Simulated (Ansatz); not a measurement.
Cost and result up the ladder for the cluster Al₂F₆ (the lowest singlet isomer of a short search) (8 atoms). Charge 0, multiplicity 1. Geometry: B3LYP-D4/def2-SVP.

Cartesian coordinates in Å:
```
Al 0.372 -1.230 0.529
Al -0.372 1.230 -0.529
F 0.824 2.270 -0.969
F -0.005 0.462 1.078
F -0.824 -2.271 0.970
F 1.980 -1.549 0.673
F -1.980 1.550 -0.673
F 0.004 -0.462 -1.078
```

Ansatz on 4 threads of Arm Neoverse V1 on a shared host. Times are rough, and most runs start from the orbitals of an earlier one. CAM-B3LYP-D4/def2-TZVP serves as the yardstick here, not as an exact answer. Differences are given only for rows in sets of like size (and for xTB, whose basis is part of the method), since another set adds its own error. Binding counts from free atoms at the same level (Al doublet, F doublet; other spins of the atoms weren't run), without zero-point energy or a counterpoise term.

Correlated methods freeze 16 core orbitals. The rows differ in basis, and correlated rows in double-zeta sets carry the largest basis error. The structure comes from a short search, and lower isomers may exist.

Correlated methods converge slowly with the basis, most of all in double-zeta sets.

| level | functions | wall time | binding energy per atom (eV) | difference from CAM-B3LYP-D4/def2-TZVP (eV) |
| --- | --- | --- | --- | --- |
| HF/STO-3G | 48 | 0.2 s | 3.47 | – |
| PBE-D4/def2-SVP | 120 | 1.2 s | 4.93 | – |
| PBE0-D4/def2-SVP | 120 | 1.8 s | 4.75 | – |
| PBE-D4/def2-TZVP (with forces) | 260 | 3.8 s | 4.87 | 0.02 |
| MP2/def2-TZVP | 260 | 5.5 s | 5.05 | 0.19 |
| r2SCAN-D4/def2-TZVP | 260 | 6 s | 4.88 | 0.02 |
| CAM-B3LYP-D4/def2-TZVP | 260 | 6 s | 4.86 | 0.00 |
| BHLYP-D4/def2-TZVP | 260 | 6 s | 4.59 | -0.27 |
| PBE0-D4/def2-TZVP | 260 | 6.5 s | 4.73 | -0.13 |
| r2SCAN0-D4/def2-TZVP | 260 | 8.5 s | 4.72 | -0.14 |
| CCSD(T)/def2-SVP | 120 | 16 s | 4.62 | – |
